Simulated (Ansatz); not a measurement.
Reaction (formal loss of a carbene): `CCB(N)O` → `[CH2]` (triplet) + `CB(N)O`

Program: Ansatz. Geometries: PBE0-D4/def2-TZVP. ΔE: electronic, gas phase. CBS: MP2 limit from def2 TZ/QZ plus the TZ coupled-cluster correction, frozen cores. This one scheme is used for every species. Functionals use def2-TZVPP. Triplets are unrestricted, without spin–orbit coupling. Each species was taken in one conformer, which may not be the lowest.

CCSD(T)/CBS gives +419.6 kJ/mol.

Q: Another level gave +400.1 kJ/mol. Which?
A. BHLYP-D4/def2-TZVPP
B. r2SCAN0/def2-TZVPP
C. ωB97M-V/def2-TZVPP
D. BLYP-D4/def2-TZVPP

A: A. BHLYP-D4 400.1, BLYP-D4 410.7, r2SCAN0 389.4, ωB97M-V 421.1 kJ/mol.

Q: What do rigid-rotor, harmonic-oscillator terms from PBE0-D4/def2-TZVP frequencies (298.15 K, 1 bar) make of the CCSD(T)/CBS value? (Estimate.)

A: Ansatz gave: ΔZPE = -30.4 kJ/mol, ΔH = +396.0 kJ/mol, ΔS = 162 J/(mol·K), ΔG = +347.8 kJ/mol. Open shells count their whole term as degenerate. Modes under 50 cm⁻¹ make the entropy rough.

Largest T1 diagnostic among the species: 0.011.

The D4 term adds +9.9 kJ/mol with B3LYP and +5.4 kJ/mol with PBE0; it sums over pairs of atoms, weighted by their polarisabilities, and B3LYP, whose exchange is more repulsive, gets the larger term. At CCSD(T), def2-SVP lies −13.2 kJ/mol from the extrapolated value and def2-TZVPP −10.8 kJ/mol.

B3LYP here is the variant with VWN-RPA as its local correlation; programs differ in this.
